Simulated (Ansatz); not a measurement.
Consider the ligand exchange at the Si–C bond: `C=C=C(O)[SiH3]` + `CN[SiH2]Cl` → `CN([SiH3])[SiH2]Cl` + `C=C=CO`.

Gas-phase electronic energies from Ansatz, PBE0-D4/def2-TZVP geometries. CBS: MP2 limit from def2 TZ/QZ plus the TZ coupled-cluster correction, frozen cores. Each species was taken in one conformer, which may not be the lowest.

`C=C=C(O)[SiH3]`:

Cartesian coordinates in Å:
```
C -0.068 -0.879 2.031
C 0.161 -0.562 0.788
C 0.361 -0.211 -0.455
O 1.234 -0.834 -1.314
Si -0.571 1.237 -1.193
H -0.843 -1.591 2.303
H 0.508 -0.444 2.844
H 1.664 -1.560 -0.849
H 0.388 2.276 -1.650
H -1.370 0.782 -2.361
H -1.463 1.787 -0.145
```

`CN[SiH2]Cl`:

```xyz
10

C    -0.280   -1.189   -0.707
N     0.491   -0.406    0.238
Si    0.279    1.260    0.479
Cl   -1.512    1.788    1.383
H    -1.204   -1.593   -0.279
H     0.313   -2.021   -1.097
H    -0.557   -0.562   -1.558
H     0.859   -0.947    1.006
H     1.356    1.736    1.373
H     0.256    1.934   -0.838
```

`CN([SiH3])[SiH2]Cl`:

Z-matrix (Å, degrees):
```
C
N 1 1.464
H 1 1.095 2 112.1
H 1 1.094 2 110.6 3 -120.8
H 1 1.093 2 110.7 3 120.4
Si 2 1.734 1 116.3 3 75.9
Si 2 1.707 1 118.2 3 -93.4
H 6 1.483 2 108.2 1 179.5
H 6 1.488 2 109.2 1 59.1
H 6 1.489 2 111.6 1 -59.7
Cl 7 2.067 2 112.8 1 72.3
H 7 1.477 2 109.2 1 -168.7
H 7 1.481 2 109.3 1 -44.4
```

`C=C=CO`:

Cartesian coordinates in Å:
```
C -0.650 -1.214 0.712
C 0.074 -0.305 0.126
C 0.809 0.599 -0.461
O 0.388 1.807 -0.930
H -0.782 -1.230 1.792
H -1.151 -1.997 0.148
H 1.869 0.448 -0.628
H -0.556 1.893 -0.758
```

```tsv
species	CCSD(T)/CBS(def2) energy (Eh)
`C=C=C(O)[SiH3]`	-481.93954
`CN[SiH2]Cl`	-845.29269
`CN([SiH3])[SiH2]Cl`	-1135.59245
`C=C=CO`	-191.65809
```

Work out ΔE.

ΔE = (-1135.59245) + (-191.65809) − (-481.93954) − (-845.29269) = -0.01831 Eh = -0.50 eV.

Largest T1 diagnostic among the species: 0.013.

The D4 term adds −0.06 eV with B3LYP and −0.03 eV with PBE0; it sums over pairs of atoms, weighted by their polarisabilities, and B3LYP, whose exchange is more repulsive, gets the larger term. From PBE to PBE0 (25 % exact exchange), in def2-TZVPP and without D4, ΔE moves by −0.04 eV.

B3LYP here is the variant with VWN-RPA as its local correlation; programs differ in this.
